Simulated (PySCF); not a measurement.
A PySCF script (with the pyscf-properties extension) for the NMR shieldings of `C=C[Si@H](C[SiH3])C(F)(F)F`, C4H9F3Si2, on a GFN2-xTB geometry:

```python
import basis_set_exchange as bse
import numpy as np
from pyscf import gto, dft
from pyscf.prop import nmr

atoms = """
C     2.840143   -0.981072   -0.454761
C     2.195078    0.057486    0.057368
Si    0.341218    0.114242    0.378148
C    -0.707248   -0.959975   -0.769323
Si   -2.607078   -0.737084   -0.653335
C    -0.149000    1.964284   -0.007838
F     0.751573    2.856856    0.455706
F    -1.329872    2.311951    0.548117
F    -0.275078    2.219732   -1.328040
H     2.327017   -1.886482   -0.735532
H     3.906448   -0.974972   -0.618315
H     2.770773    0.938754    0.317983
H     0.022444   -0.025926    1.803671
H    -0.406762   -0.770444   -1.801456
H    -0.467152   -2.004411   -0.572386
H    -3.017463   -0.961566    0.733454
H    -3.219170   -1.750280   -1.519287
H    -2.984631    0.595226   -1.110590
"""
names = dict.fromkeys(["C", "Si", "F", "H"], "pcSseg-1")
basis = {el: gto.basis.parse(bse.get_basis(n, elements=[el], fmt="nwchem")) for el, n in names.items()}
mol = gto.M(atom=atoms, basis=basis, charge=0, verbose=0)
mf = dft.RKS(mol, xc="PBE0")
mf.grids.level = 2
mf.grids.alignment = dft.numint.BLKSIZE   # the property module wants whole blocks of grid points
mf.conv_tol = 1e-9
mf.kernel()

calc = nmr.RKS(mf)   # GIAO
C = mf.mo_coeff
Co = C[:, mf.mo_occ > 0]
resp = mf.gen_response(singlet=True, hermi=2)
def vind(x):   # induced exchange potential for any number of trial vectors
    d = np.einsum("pi,xij,qj->xpq", C, 2 * x.reshape(-1, C.shape[1], Co.shape[1]), Co, optimize=True)
    return np.einsum("xpq,pi,qj->xij", resp(d - d.transpose(0, 2, 1)), C, Co, optimize=True).ravel()
mo1, _ = nmr.rhf.solve_mo1(calc, with_cphf=vind)
sigma = calc.kernel(mo1)
for i, s in enumerate(sigma):   # ppm
    print("%2d %-2s %9.2f" % (i, mol.atom_pure_symbol(i), np.trace(s) / 3))
```

**Question.** Give the expected output.

**Answer.** 
```
 0 C      40.48
 1 C      46.79
 2 Si    375.27
 3 C     201.31
 4 Si    423.20
 5 C      46.98
 6 F     247.85
 7 F     240.73
 8 F     249.16
 9 H      25.48
10 H      25.03
11 H      24.99
12 H      26.99
13 H      31.59
14 H      31.67
15 H      27.68
16 H      27.53
17 H      27.51
```

These numbers come from an equivalent density-fitted implementation of the same equations, which agrees with the script to about 0.01 ppm for H and up to a few tenths of a ppm for heavy atoms, so last digits may differ.

**Question.** Turn these shieldings into chemical shifts. δ = σ(ref) − σ, references computed at the same level: ¹³C (186.93 ppm) and ²⁹Si (349.16 ppm) and ¹H (31.72 ppm) against TMS; CFCl3 for ¹⁹F (170.95 ppm).

**Answer.** Averaging equivalent atoms: C 0: 146.4; C 1: 140.1; C 5: 139.9; C 3: -14.4; Si 2: -26.1; Si 4: -74.0; F 6/7/8: -75.0; H 11: 6.73; H 10: 6.69; H 9: 6.24; H 12: 4.73; H 15/16/17: 4.14; H 13: 0.13; H 14: 0.05 ppm. Unscaled 19F shifts against computed CFCl3 carry errors that often reach 10 to 50 ppm.

Size and cost of the density-fitted run: 212 basis functions, 2.2 min wall time on 1 thread of an Intel Xeon, shared host; peak memory 0.95 GiB.
